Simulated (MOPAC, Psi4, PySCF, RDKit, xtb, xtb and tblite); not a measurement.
Internal rotation in SMILES [SiH2]([SiH2]O)F. Scanned: dihedral H5–O1–Si2–Si3; all other coordinates were relaxed at GFN2-xTB. Points at φ and −φ are mirror images.

Geometry of the scan point at 15° (Å):
```
9

O     -1.3603     0.2459     1.2325
Si    -0.8444     0.1145    -0.3087
Si    -2.4895     0.7543    -1.7774
F     -1.9174     0.5228    -3.2683
H     -2.2660     0.3477     1.5033
H      0.3563     0.9526    -0.3245
H     -0.4335    -1.2848    -0.4908
H     -2.8793     2.1653    -1.7950
H     -3.7286    -0.0287    -1.7788
```

Methods: GFN2-xTB (xtb and tblite); MMFF94 // GFN2-xTB (RDKit); PBE/def2-TZVP // GFN2-xTB (Psi4); PBE-D3(BJ)/def2-TZVP // GFN2-xTB (Psi4); MP2/cc-pVTZ = Psi4 with DF-MP2 (frozen core)/cc-pVTZ // GFN2-xTB; HF/cc-pVTZ // GFN2-xTB (Psi4); UFF // GFN2-xTB (RDKit); PM3, restricted, heats of formation // GFN2-xTB (MOPAC); PM6, restricted, heats of formation // GFN2-xTB (MOPAC); GFN1-xTB // GFN2-xTB (xtb); RKS-B3LYP/6-31G* = restricted B3LYP/6-31G*, spherical d // GFN2-xTB run with PySCF; RKS-M06-2X/6-31G* = restricted M06-2X/6-31G*, spherical d // GFN2-xTB (PySCF); RKS-B3LYP/3-21G = restricted B3LYP/3-21G // GFN2-xTB (PySCF); RKS-B3LYP/6-311+G** = restricted B3LYP/6-311+G**, spherical d, density fitting // GFN2-xTB (PySCF 2.14.0).

Least-squares fit of E(φ) = a0 + Σ (a_n cos nφ + b_n sin nφ), n = 1 to 4, to the 24 scan points, in kJ/mol above the lowest point of each profile (levels whose profile four harmonics don't fit are not listed):

```json
[
 {"method": "GFN2-xTB", "a0": "5.98", "a1": "3.21", "b1": "0.00", "a2": "-1.11", "b2": "0.00", "a3": "1.75", "b3": "0.00", "a4": "0.05", "b4": "0.00", "rms of fit": "0.02"},
 {"method": "MMFF94", "a0": "3.24", "a1": "-0.37", "b1": "0.00", "a2": "2.72", "b2": "0.00", "a3": "-1.32", "b3": "0.00", "a4": "0.04", "b4": "0.00", "rms of fit": "0.03"},
 {"method": "PBE/def2-TZVP", "a0": "1.42", "a1": "1.25", "b1": "0.00", "a2": "0.54", "b2": "0.00", "a3": "0.81", "b3": "0.00", "a4": "0.10", "b4": "0.00", "rms of fit": "0.03"},
 {"method": "PBE-D3(BJ)/def2-TZVP", "a0": "1.38", "a1": "1.17", "b1": "0.00", "a2": "0.49", "b2": "0.00", "a3": "0.82", "b3": "0.00", "a4": "0.10", "b4": "0.00", "rms of fit": "0.03"},
 {"method": "MP2/cc-pVTZ", "a0": "2.70", "a1": "2.04", "b1": "0.00", "a2": "0.19", "b2": "0.00", "a3": "0.95", "b3": "0.00", "a4": "0.06", "b4": "0.00", "rms of fit": "0.03"},
 {"method": "HF/cc-pVTZ", "a0": "3.01", "a1": "2.90", "b1": "0.00", "a2": "0.30", "b2": "0.00", "a3": "0.49", "b3": "0.00", "a4": "0.07", "b4": "0.00", "rms of fit": "0.02"},
 {"method": "UFF", "a0": "2.48", "a1": "2.36", "b1": "0.00", "a2": "1.63", "b2": "0.00", "a3": "-0.36", "b3": "0.00", "a4": "0.21", "b4": "0.00", "rms of fit": "0.07"},
 {"method": "PM3", "a0": "2.64", "a1": "-2.17", "b1": "0.00", "a2": "2.10", "b2": "0.00", "a3": "0.40", "b3": "0.00", "a4": "-0.10", "b4": "0.00", "rms of fit": "0.07"},
 {"method": "PM6", "a0": "2.30", "a1": "1.28", "b1": "0.00", "a2": "1.04", "b2": "0.00", "a3": "-1.14", "b3": "0.00", "a4": "0.00", "b4": "0.00", "rms of fit": "0.04"},
 {"method": "GFN1-xTB", "a0": "1.43", "a1": "-1.19", "b1": "0.00", "a2": "-0.56", "b2": "0.00", "a3": "0.33", "b3": "0.00", "a4": "0.01", "b4": "0.00", "rms of fit": "0.03"},
 {"method": "RKS-B3LYP/6-31G*", "a0": "2.20", "a1": "1.97", "b1": "0.00", "a2": "0.63", "b2": "0.00", "a3": "1.00", "b3": "0.00", "a4": "0.11", "b4": "0.00", "rms of fit": "0.03"},
 {"method": "RKS-M06-2X/6-31G*", "a0": "3.20", "a1": "2.85", "b1": "0.00", "a2": "0.39", "b2": "0.00", "a3": "0.87", "b3": "0.00", "a4": "0.11", "b4": "0.00", "rms of fit": "0.02"},
 {"method": "RKS-B3LYP/3-21G", "a0": "3.87", "a1": "2.33", "b1": "0.00", "a2": "-0.49", "b2": "0.00", "a3": "1.19", "b3": "0.00", "a4": "0.09", "b4": "0.00", "rms of fit": "0.05"},
 {"method": "RKS-B3LYP/6-311+G**", "a0": "3.44", "a1": "3.45", "b1": "0.00", "a2": "0.56", "b2": "0.00", "a3": "0.64", "b3": "0.00", "a4": "0.11", "b4": "0.00", "rms of fit": "0.03"}
]
```

MMFF94 has few fitted parameters for silicon.
